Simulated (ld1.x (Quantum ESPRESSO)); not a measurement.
**Er: variants of one ultrasoft potential**

Base potential:

- Element: Er (Z = 68)
- Generator: ld1.x (Quantum ESPRESSO) 7.5
- Type: ultrasoft
- Functional: LDA (PZ)
- Relativity: scalar-relativistic
- Frozen core: [Kr]
- Valence charge: 32
- Reference configuration: 4d10 4f11 5s2 5p6 5d0 6s0 6p0 (charge +3)
- Partial waves: 5s (bound): rcut 1.85, rcutus 2.30 bohr; 6s (bound, empty): rcut 1.85, rcutus 2.30 bohr; 5p (bound): rcut 1.95, rcutus 2.70 bohr; 6p (bound, empty): rcut 1.95, rcutus 2.70 bohr; 4d (bound): rcut 1.00, rcutus 1.25 bohr; 5d (bound, empty): rcut 1.00, rcutus 1.25 bohr; 4f (bound): rcut 1.00, rcutus 1.05 bohr; 4f channel at 0.3 Ry: rcut 1.00, rcutus 1.05 bohr
- Local potential: all-electron potential smoothed inside 2.55 bohr (lloc = -1)
- Core correction: a·sin(br)/r model core inside 0.60 bohr
- Augmentation charge: PSQ, inside the norm-conserving radii

All-electron outer shells of the reference configuration (LDA (PZ), scalar-relativistic, ld1.x):

```csv
shell,level (eV),outermost node (bohr),outermost maximum (bohr)
4s,-458.68,0.27,0.47
4p,-347.52,0.27,0.49
4d,-198.60,0.25,0.51
5s,-82.27,0.60,1.10
5p,-55.64,0.65,1.26
4f,-35.79,–,0.51
5d,-25.20,0.72,1.72
6s,-23.66,1.45,2.70
6p,-17.56,1.70,3.22
```

Cutoffs, loose and tight: the cutoffs (Ry, on a coarse ladder) from which the occupation-weighted sum of valence levels, in a spherical-Bessel basis at the reference potential, stays within 10 and 1 mRy of its value at 400 Ry. They do not see the model core or the augmentation charge, which bear on the density cutoff. Test errors are all-electron minus pseudo excitation energies from the reference, over the configurations 4d10 4f12 5s2 5p6 5d0 6s2 6p0; 4d10 4f12 5s2 5p6 5d0 6s1 6p0; 4d10 4f12 5s2 5p6 5d0 6s0 6p0; 4d10 4f12 5s2 5p6 5d0 6s0 6p2; 4d10 4f11 5s2 5p6 5d1 6s2 6p0; 4d10 4f12 5s2 5p6 5d1 6s1 6p0; 4d9 4f12 5s2 5p6 5d0 6s2 6p0 (two spin-polarised tests are not counted in the largest error). A dash means not determined; rows that change the core or the reference have their own tests.

A true bound ghost makes a file unfit for plane-wave use even where its test errors are small: the radial tests pick states by their node count and pass the ghost by. Where a test does run into it, the solver fails or the error is huge.

Cutoffs are not given where the Bessel-basis levels miss the radial ones by over 6 mRy, ghosts where they miss by over 20 mRy; a channel whose overlap is not positive is not tested.

A file whose overlap is not positive is unfit for use, and its test errors describe a broken file.

```csv
change,outcome,"cutoff, loose","cutoff, tight",bound ghosts,largest test error (meV)
base,"generated, overlap not positive",–,–,not determined (overlap not positive),"test run stopped at test 4 of 9 (negative rho), 3 before it not solved"
"all radii but the core radius scaled by about 1.27 (s 2.92, p 3.44, d 1.60, f 1.34 bohr, rcut 2.36/2.48/1.28/1.28); local potential all-electron potential smoothed inside 3.24 bohr (lloc = -1)",generated,110 Ry,180 Ry,none,"test run stopped at test 2 of 9 (negative rho), 1 before it not solved"
local potential all-electron potential smoothed inside 2.10 bohr (lloc = -1),generated,180 Ry,300 Ry,none,test run stopped at test 1 of 9 (negative rho)
"waves 5s (bound): rcut 1.85, rcutus 3.18 bohr; 6s (bound): rcut 1.85, rcutus 3.18 bohr",generated,180 Ry,300 Ry,none,"test run stopped at test 3 of 9 (negative rho), 2 before it not solved"
functional PBE,"generated, overlap not positive",–,–,not determined (overlap not positive),"test run stopped at test 4 of 7 (negative rho), 3 before it not solved"
"waves 4f (bound): rcut 0.64, rcutus 0.68 bohr; 4f channel at 0.3 Ry: rcut 0.64, rcutus 0.68 bohr","generated, overlap not positive",–,–,not determined (overlap not positive),"test run stopped at test 4 of 9 (negative rho), 3 before it not solved"
core correction a·sin(br)/r model core inside 0.48 bohr,"generated, overlap not positive",–,–,not determined (overlap not positive),"test run stopped at test 4 of 9 (negative rho), 3 before it not solved"
"waves 4d (bound): rcut 0.84, rcutus 0.90 bohr; 5d (bound): rcut 0.84, rcutus 0.90 bohr","generated, overlap not positive",–,–,not determined (overlap not positive),test run stopped at test 1 of 9 (negative rho)
"core [Kr] 4d10, valence charge 22; reference 4f12 5s2 5p6 5d0 6s2 6p0; waves now 5s (bound): rcut 1.60, rcutus 1.85 bohr; 6s (bound): rcut 1.60, rcutus 1.85 bohr; 5p (bound): rcut 2.00, rcutus 2.10 bohr; 6p (bound): rcut 2.00, rcutus 2.10 bohr; 5d (bound): rcut 2.25, rcutus 2.40 bohr; 5d channel at 0.75 Ry: rcut 2.25, rcutus 2.40 bohr; 4f (bound): rcut 1.00, rcutus 1.25 bohr; 4f channel at 0.3 Ry: rcut 1.00, rcutus 1.25 bohr; local potential all-electron potential smoothed inside 1.40 bohr (lloc = -1); core correction Bessel-smoothed model core inside 0.60 bohr","generated, overlap not positive",–,–,not determined (overlap not positive),-515 over the solved tests; test run stopped at test 4 of 9 (negative rho)
local potential all-electron potential smoothed inside 2.24 bohr (lloc = -1),generated,180 Ry,300 Ry,none,test run stopped at test 1 of 9 (negative rho)
reference 4d10 4f12 5s2 5p6 5d0 6s1.75 6p0.25,"generated, overlap not positive",–,–,not determined (overlap not positive),test run stopped at test 1 of 9 (negative rho)
"waves 5p (bound): rcut 1.95, rcutus 2.54 bohr; 6p (bound): rcut 1.95, rcutus 2.54 bohr","generated, overlap not positive",–,–,not determined (overlap not positive),test run stopped at test 1 of 9 (negative rho)
```

Q: What comes out with this change to the base: non-relativistic?

A: outcome: generated; cutoff, loose: 180 Ry; cutoff, tight: 300 Ry; bound ghosts: p; largest test error (meV): test run stopped at test 4 of 9 (negative rho), 3 before it not solved.
